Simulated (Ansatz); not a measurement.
Stepwise reaction of `[F][Al]([O][SiH3])[O][SiH3]` with hydrogen chloride, as a gas-phase model of exchange steps in deposition or etching. ΔE in kJ/mol.

Computed with Ansatz on PBE0-D4/def2-TZVP structures; ΔE is electronic, products minus reactants. CCSD(T)/CBS adds triple-zeta CCSD(T) − MP2 to the extrapolated MP2 energy (def2 sets, frozen cores). This one scheme is used for every species. DFT in def2-TZVPP. B3LYP here is the variant with VWN-RPA as its local correlation; programs differ in this. One conformer a species, not always the lowest.

| step | reaction | PBE-D4 | B3LYP-D4 | ωB97M-V | CCSD(T)/CBS |
| --- | --- | --- | --- | --- | --- |
| 1 | `[F][Al]([O][SiH3])[O][SiH3]` + HCl → `[F][Al]([Cl])[O][SiH3]` + `O[SiH3]` | -7.8 | 2.6 | -2.6 | -0.3 |

**Question.** Give the row of step 2, `[F][Al]([Cl])[O][SiH3]` + HCl → `[F][Al]([Cl])[Cl]` + `O[SiH3]`. (Estimate.)

**Answer.** Ansatz gave: 
```csv
step,reaction,PBE-D4,B3LYP-D4,ωB97M-V,CCSD(T)/CBS
2,`[F][Al]([Cl])[O][SiH3]` + HCl → `[F][Al]([Cl])[Cl]` + `O[SiH3]`,-5.3,5.5,0.5,2.9
```

**Question.** By hand: ΔE of the 2 steps together at CCSD(T)/CBS.

**Answer.** (-0.3) + (2.9) = 2.6 kJ/mol, or 1.3 kJ/mol a step.

In ΔE the steps differ by no more than 3.2 kJ/mol. PBE-D4 differs from CCSD(T)/CBS by -8.2 to -7.5 kJ/mol a step. Only this route is followed, and other bonds may react first. Isolated molecules leave out the surface, adducts and barriers. Largest T1 diagnostic: 0.012.
